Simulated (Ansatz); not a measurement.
This geometry of a periodic cell of 17 atoms, Si$_{16}$O (host Si, host structure diamond, interstitial O) is a first-order saddle point.

Theory: Ansatz 0.2.0, DFT LDA, scalar-relativistic, plane waves, PAW. Settings: PAW set soft_1, cutoff 420 eV, k mesh 2x2x2, fermi-dirac smearing 0.05 eV, spin collinear.

```xyz
17
Lattice="0.0000 5.4300 5.4300 5.4300 0.0000 5.4300 5.4300 5.4300 0.0000" Properties=species:S:1:pos:R:3
Si 0.024 -0.005 0.007
Si 1.428 1.347 1.319
Si 2.766 2.718 -0.051
Si 4.070 4.083 1.348
Si 2.571 -0.050 2.860
Si 4.007 1.302 4.130
Si 5.326 2.680 2.751
Si 6.660 4.010 4.163
Si 0.148 2.945 2.486
Si 1.428 4.113 4.084
Si 2.766 5.483 2.714
Si 4.161 7.063 3.798
Si 2.571 2.572 5.481
Si 3.761 3.964 6.897
Si 5.424 5.679 5.182
Si 6.660 6.699 6.851
O 3.980 5.124 5.739
```

(1) Which two structures does it join? (They come from a converged band through this point; their orientation in space is the band's.)

(2) How far does it lie above each of them?

Results:

(1) The atom that moves furthest is O17, by 0.97 Å; four of its nearest neighbours are Si14 1.65, Si15 1.65, Si5 2.79, Si12 2.79 Å at the first end and Si14 1.65, Si15 1.65, Si13 2.79, Si12 2.79 Å at the last.

Initial state:

```xyz
17
Lattice="0.0000 5.4300 5.4300 5.4300 0.0000 5.4300 5.4300 5.4300 0.0000" Properties=species:S:1:pos:R:3
Si 0.002 0.012 0.016
Si 1.377 1.349 1.374
Si 2.722 2.695 -0.013
Si 4.061 4.071 1.342
Si 2.452 -0.073 2.949
Si 3.997 1.290 4.095
Si 5.333 2.647 2.710
Si 6.547 3.956 4.245
Si 0.117 2.952 2.549
Si 1.427 4.173 4.077
Si 2.783 5.508 2.690
Si 4.144 7.047 3.843
Si 2.698 2.714 5.429
Si 3.773 4.056 6.977
Si 5.451 5.736 5.247
Si 6.801 6.817 6.784
O 4.086 5.434 6.124
```

Final state:

```xyz
17
Lattice="0.0000 5.4300 5.4300 5.4300 0.0000 5.4300 5.4300 5.4300 0.0000" Properties=species:S:1:pos:R:3
Si -0.001 -0.015 -0.015
Si 1.424 1.353 1.255
Si 2.780 2.742 -0.077
Si 4.059 4.091 1.358
Si 2.692 0.000 2.717
Si 3.994 1.335 4.136
Si 5.330 2.724 2.783
Si 6.795 4.078 4.048
Si 0.115 2.884 2.475
Si 1.377 4.056 4.080
Si 2.722 5.446 2.736
Si 4.143 7.022 3.813
Si 2.453 2.482 5.501
Si 3.770 3.886 6.803
Si 5.449 5.618 5.128
Si 6.548 6.620 6.906
O 4.079 4.748 5.431
```

(2) 0.011 eV above the first and 0.011 eV above the second. This is the barrier of this one path; another mechanism may lie lower. Limits of this set-up: coarse k mesh, PAW files made for another functional, a small cell, in which the defect meets its images.

The run took 3.1 min on 2 threads of Arm Neoverse V2 (shared host), peak memory 1.4 GiB.
